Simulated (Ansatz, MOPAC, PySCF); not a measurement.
Potential energy surface of Cl2Mg, singlet: symmetric bend, bond length relaxed. Scanned: Cl-Mg-Cl angle. Other coordinates (Mg-Cl bond length) were minimised at B3LYP/def2-TZVP.

- RHF/def2-TZVP, density fitting (PySCF)
- AM1, restricted, heats of formation (MOPAC)
- PM6, restricted, heats of formation (MOPAC)
- CCSD(T)/aug-cc-pVQZ = CCSD(T) on RHF/aug-cc-pVQZ, frozen core (Ansatz, a quantum-chemistry and plane-wave program)

Energies relative to the lowest point of each profile, in kJ/mol:

```tsv
a / °	RHF	AM1	PM6
180	0.0	0.0	0.0
167	2.5	1.8	2.2
157	7.9	5.6	6.9
147	16.5	11.8	14.1
137	28.6	20.5	24.1
127	44.6	32.2	37.0
117	65.5	47.5	53.2
107	92.9	67.5	73.6
97	129.6	93.9	98.7
87	181.5	131.2	129.2
80	232.4	169.5	156.9
```

Question: Estimate the CCSD(T)/aug-cc-pVQZ values at these points.

Answer: 180: 0.0; 167: 2.3; 157: 7.3; 147: 15.2; 137: 26.3; 127: 40.9; 117: 59.7; 107: 84.0; 97: 116.2; 87: 161.1; 80: 205.3 (kJ/mol).
